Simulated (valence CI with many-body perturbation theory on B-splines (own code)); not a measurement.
## Ba VIII: electric-dipole lines

Method: valence CI with perturbative core correlation (CI+MBPT): three valence electrons over a frozen Dirac-Fock core [Kr] 4d10, radial functions for each j: 8 s, 8 p, 9 d, 9 f, 6 g, 3 h, 2 i, with the one-electron correlation potential Σ1 (screened to all orders), the two-electron term Σ2, the three-electron term Σ3, Breit, model QED; selected single and double excitations, second order for the rest, scaled by the run's own slope (own B-spline code, finite nucleus).

Against 58 measured levels this calculation errs by 850 cm⁻¹ on average and by 3081 at most. These come from a selection out of Sansonetti and Curry, J. Phys. Chem. Ref. Data 39, 043103 (2010). Levels without a partner in it may be off by more, other configurations by several thousand cm⁻¹. 3 measured levels below the end of the list, from 249919 cm⁻¹ on, found no clear computed partner, and computed levels of the same name lie up to 9005 cm⁻¹ from them.

Lines 101 to 150 of 226 in falling wavelength, among levels below 402330 cm⁻¹, chosen from the strongest by gf and those to the six lowest levels. Wavelengths and rates use the calculated energies, so an error of 900 cm⁻¹ moves a line at 60.66 nm by 0.55 % and its rate by three times that or more. Electric multipoles are in the length gauge, E1 and E2 with the static RPA response of the core. Weak lines are less certain than strong ones. Lines between different terms over intervals too small for the method are left out, as are lines whose strength nearly cancels. The highest levels of a list are the least certain.

Names give the largest LS component (configuration and term), which can be under half, so a name can repeat, a term be missing and a line seem to break the LS rules; names also repeat where a configuration has a term twice. Letters in brackets count levels of one name in rising energy.

```
λ vac (nm)  λ from measured levels               Upper          Lower   A (s⁻¹)  S (a.u.) with core polarisation  S without
     60.66                   60.63     5p³ ⁴S°_3/2 [b]   5s5p² ⁴P_5/2  2.40e+09                         1.06e+00   1.40e+00
     60.01                   60.07         5p³ ²D°_5/2   5s5p² ⁴P_5/2  5.58e+08                         3.57e-01   4.81e-01
     59.92                   60.08   4f5s5p ²G_7/2 [c]  4f5s² ²F°_7/2  6.49e+08                         5.51e-01   7.17e-01
     59.88                   60.05   4f5s5p ²G_9/2 [b]  4f5s² ²F°_7/2  8.98e+09                         9.52e+00   1.24e+01
     59.46                   59.62   4f5s5p ²G_7/2 [c]  4f5s² ²F°_5/2  8.08e+09                         6.70e+00   8.73e+00
     59.46                   59.87  5s5p5d ²F°_5/2 [b]   5s²5d ²D_3/2  3.74e+09                         2.33e+00   3.25e+00
     59.35                   59.25         5p³ ²P°_1/2   5s5p² ²D_3/2  5.54e+09                         1.14e+00   1.53e+00
     58.13                   58.44      5s5p5d ²D°_5/2   5s5p² ²P_3/2  3.94e+08                         2.29e-01   2.94e-01
     57.81                   57.86         5p³ ²P°_3/2   5s5p² ²D_5/2  3.20e+09                         1.22e+00   1.63e+00
     57.70                   57.83     5p³ ⁴S°_3/2 [a]   5s5p² ⁴P_1/2  1.82e+09                         6.91e-01   9.13e-01
     57.45                   57.43     5p³ ⁴S°_3/2 [b]   5s5p² ⁴P_3/2  3.57e+09                         1.34e+00   1.77e+00
     57.19                   57.34   4f5s5p ²D_3/2 [b]  4f5s² ²F°_5/2  1.26e+10                         4.64e+00   5.94e+00
     57.16                   57.29        5s5p² ²P_1/2  5s²5p ²P°_1/2  1.21e+10                         2.23e+00   2.95e+00
     56.98                   57.13   4f5s5p ²D_5/2 [b]  4f5s² ²F°_7/2  1.20e+10                         6.58e+00   8.42e+00
     56.94                   57.01        5s5p² ²S_1/2  5s²5p ²P°_3/2  8.62e+09                         1.57e+00   2.08e+00
     56.86                   56.93         5p³ ²D°_5/2   5s5p² ⁴P_3/2  1.43e+07                         7.77e-03   9.65e-03
     56.56                   56.71   4f5s5p ²D_5/2 [b]  4f5s² ²F°_5/2  4.96e+08                         2.66e-01   3.39e-01
     56.46                   56.62        5s5p² ²P_3/2  5s²5p ²P°_3/2  1.35e+10                         4.79e+00   6.33e+00
     55.26                   55.29         5p³ ²P°_3/2   5s5p² ²D_3/2  5.83e+08                         1.94e-01   2.63e-01
     54.88                   55.45      5s5p5d ⁴P°_5/2   5s5p² ²D_5/2  1.10e+09                         5.38e-01   6.91e-01
     53.72                   53.99   5s²6p ²P°_3/2 [a]   5s5p² ²P_3/2  3.09e+09                         9.46e-01   1.19e+00
     53.57                   53.55     5p³ ⁴S°_3/2 [b]   5s5p² ⁴P_1/2  1.44e+09                         4.38e-01   5.77e-01
     53.25                   53.57      5s5p5d ²D°_3/2   5s5p² ²P_1/2  3.77e+09                         1.12e+00   1.41e+00
     52.05                   52.54      5s5p5d ⁴D°_3/2   5s5p² ²D_3/2  1.30e+09                         3.61e-01   4.55e-01
     51.99                   52.90      5s5p5d ⁴F°_3/2   5s5p² ⁴P_5/2  2.73e+07                         7.56e-03   9.21e-03
     51.97                   52.03      5s5p5d ⁴P°_3/2   5s5p² ²P_1/2  5.36e+08                         1.49e-01   1.86e-01
     51.37                   51.85  5s5p5d ²F°_5/2 [a]   5s5p² ²D_5/2  1.15e+09                         4.63e-01   5.97e-01
     50.78                              5s5p5d ⁴F°_5/2   5s5p² ⁴P_5/2  7.46e+08                         2.89e-01   3.58e-01
     50.54                   50.52         5p³ ²P°_1/2   5s5p² ⁴P_3/2  5.19e+07                         6.61e-03   8.83e-03
     50.40                   50.71  5s5p5d ²F°_5/2 [b]   5s5p² ²P_3/2  1.84e+09                         6.97e-01   8.99e-01
     50.32                   50.61      5s5p5d ²P°_1/2   5s5p² ²P_3/2  1.65e+09                         2.07e-01   2.59e-01
     50.20                   50.25        5s5p² ²S_1/2  5s²5p ²P°_1/2  8.65e+08                         1.08e-01   1.40e-01
     50.11                   50.39      5s5p5d ⁴D°_7/2   5s5p² ²D_5/2  1.41e+09                         7.03e-01   8.67e-01
     49.94                   50.30      5s5p5d ²P°_1/2   5s5p² ²S_1/2  1.75e+10                         2.16e+00   2.69e+00
     49.82                   49.95        5s5p² ²P_3/2  5s²5p ²P°_1/2  3.53e+09                         8.63e-01   1.12e+00
     49.72                   49.78         5p³ ²P°_3/2   5s5p² ⁴P_5/2  2.39e+07                         5.81e-03   7.40e-03
     49.62                   50.45      5s5p5d ⁴F°_3/2   5s5p² ⁴P_3/2  5.14e+08                         1.24e-01   1.54e-01
     49.58                   49.76      5s5p5d ⁴P°_3/2   5s5p² ²D_5/2  1.90e+09                         4.58e-01   5.63e-01
     49.34                   49.78  5s5p5d ²F°_5/2 [a]   5s5p² ²D_3/2  8.76e+09                         3.12e+00   3.86e+00
     48.97                   49.73      5s5p5d ⁴F°_7/2   5s5p² ⁴P_5/2  2.79e+09                         1.30e+00   1.57e+00
     48.76                   49.13      5s5p5d ²D°_3/2   5s5p² ²D_3/2  1.02e+10                         2.33e+00   2.95e+00
     48.51                              5s5p5d ⁴F°_5/2   5s5p² ⁴P_3/2  9.68e+08                         3.27e-01   3.99e-01
     48.29                   48.65      5s5p5d ²D°_5/2   5s5p² ²D_5/2  1.35e+10                         4.49e+00   5.61e+00
     48.23                   48.35        5s²5d ²D_3/2  5s²5p ²P°_3/2  4.75e+09                         1.05e+00   1.31e+00
     47.99                   48.26      5s5p5d ⁴D°_5/2   5s5p² ²D_3/2  8.18e+08                         2.68e-01   3.24e-01
     47.69                   47.84      5s5p5d ⁴P°_3/2   5s5p² ²D_3/2  1.18e+09                         2.53e-01   3.18e-01
     47.54                   47.61         5p³ ²P°_3/2   5s5p² ⁴P_3/2  2.41e+08                         5.11e-02   6.85e-02
     47.53                   47.99      5s5p5d ⁴P°_5/2   5s5p² ⁴P_5/2  2.70e+09                         8.58e-01   1.07e+00
     47.51                   47.49         5p³ ²P°_1/2   5s5p² ⁴P_1/2  3.41e+07                         3.61e-03   4.69e-03
     47.39                   47.51        5s²5d ²D_5/2  5s²5p ²P°_3/2  2.00e+10                         6.29e+00   7.76e+00
```
